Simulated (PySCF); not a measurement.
# What a mistake does to a calculation on BCClH5N

Calculated results; nothing here was measured. They come from PySCF 2.14.0, an open-source quantum chemistry program, on an isolated molecule that a program drew, which may never have been made. The molecule is BCClH5N (charge 0, singlet), drawn as the SMILES string `CNBCl`.

Each row is a Hartree-Fock (HF) and frozen-core CCSD(T) single point in the cc-pV(D+d)Z basis, meant for a local HF minimum. Run 1 is clean. Each other run has one planted mistake out of seven kinds, and not every kind appears here: one electron removed, one electron added, multiplicity raised by two, geometry at a saddle point, minimal basis STO-3G, one bond length entered in bohr, all coordinates scaled. The reference is restricted for singlets and unrestricted otherwise, and also for a bond in bohr. Adding or removing an electron swaps singlet and doublet. Electrons count all cores. HOMO and LUMO are orbital energies over both spins, the gradient is its largest component, and the lowest frequency (negative if imaginary) is given only where the gradient is small. Bond lengths are over the 8 bonds as drawn. T1 is the CCSD diagnostic: over 0.02 (restricted) or 0.045 (unrestricted) a single reference is doubtful.

Geometry of the clean run:
```xyz
9
BCClH5N, angstrom
C    -0.3498   -0.1928    0.7025
N    -1.3687    0.2338    1.6401
B    -2.5700    0.8771    1.4126
Cl   -3.1063    1.3265   -0.2366
H     0.6047    0.2931    0.9162
H    -0.2026   -1.2739    0.7520
H    -0.6472    0.0664   -0.3091
H    -1.1556    0.0241    2.5947
H    -3.2930    1.1547    2.3202
```

| run | electrons | basis functions | <S^2> | HOMO (eV) | LUMO (eV) | gradient (hartree/bohr) | lowest frequency (cm^-1) | mean bond (Å) | longest bond (Å) | T1 | HF (hartree) | CCSD(T) (hartree) | mistake |
|---|---|---|---|---|---|---|---|---|---|---|---|---|---|
| 1 | 40 | 90 | 0.000 | -10.97 | 4.18 | 2.0e-05 | 114 | 1.2607 | 1.791 | 0.0119 | -579.51000 | -580.10961 | no fault |
| 2 | 40 | 90 | 2.024 | -4.64 | -0.16 | 1.6e-01 | - | 1.2607 | 1.791 | 0.0248 | -579.30806 | -579.88095 | multiplicity raised by two |
| 3 | 39 | 90 | 0.764 | -17.43 | -7.38 | 1.1e-01 | - | 1.2607 | 1.791 | 0.0352 | -579.17732 | -579.74423 | one electron removed |
| 4 | 40 | 90 | 0.000 | -10.94 | 4.83 | 9.0e-02 | - | 1.1661 | 1.657 | 0.0100 | -579.44915 | -580.03704 | all coordinates scaled |
| 5 | 41 | 90 | 0.761 | 2.42 | 9.28 | 9.2e-02 | - | 1.2607 | 1.791 | 0.0119 | -579.38692 | -579.99810 | ? |

**Which mistake was planted in run 5, and what did it cost?**

It counts 41 electrons, one more than the clean run, at the same geometry and basis. So the mistake is: one electron added. Subtracting run 1 and multiplying by 627.51 kcal/mol a hartree, the energy moved by 77.2 kcal/mol in HF and 70.0 kcal/mol in CCSD(T).

Cautions from the logs. Run 5: the HOMO is above zero, so the electron isn't bound and the energy depends on the basis.
